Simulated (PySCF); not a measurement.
Cu2, SMILES [Cu][Cu], multiplicity 1. Atoms are numbered in the order given.

```xyz
2

Cu     0.0000     0.0000    -1.1142
Cu     0.0000     0.0000     1.1142
```

Geometry: r2SCAN-D4/def2-TZVP. The spin state was assumed, not searched.

The numbers are results of PySCF with ωB97X/def2-TZVPD, not measurements.

Gas-phase values at a fixed geometry.

```yaml
total_energy: -3281.11296 hartree
point_group: D∞h
highest_occupied_level: -7.72 eV
lowest_empty_level: -0.50 eV
orbital_gap: 7.22 eV
dipole_moment: 0.00 D
quadrupole, principal values (traceless, Buckingham form, about the centre of nuclear charge): -4.19, -4.19, 8.39 D·Å
mean_static_polarisability: 77.1 bohr³ (11.43 Å³)
polarisability_principal_values: 61.6, 61.6, 108.3 bohr³
```
